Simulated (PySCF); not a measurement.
Delta-SCF ions had no search for a lower state. Excitations are Tamm–Dancoff values on a coarser integration grid. The basis has no diffuse functions, so Rydberg states are missing or too high.

Cartesian coordinates (Å):
SMILES: BBO
```xyz
7

B     -1.1977    -0.2065     0.0351
B      0.4113     0.1850    -0.1243
O      1.4427    -0.4173     0.5442
H     -1.9244     0.3733     0.8040
H     -1.7421    -0.9925    -0.7006
H      0.6698     1.0875    -0.9083
H      2.3096    -0.0431     0.3128
```
Charge 0, spin multiplicity 1.

**Question.** Give the S1 oscillator strength, total energy, S1 excitation (TDA), vertical ionisation energy (Delta-SCF) and T1 excitation (TDA) at the level PBE-D3(BJ)/def2-TZVP (PySCF 2.14.0).

**Answer.** 
```json
{
 "S1 oscillator strength": "0.016",
 "total_energy": "-3461.22 eV",
 "S1 excitation (TDA)": "4.14 eV",
 "vertical ionisation energy (Delta-SCF)": "10.19 eV",
 "T1 excitation (TDA)": "3.31 eV"
}
```
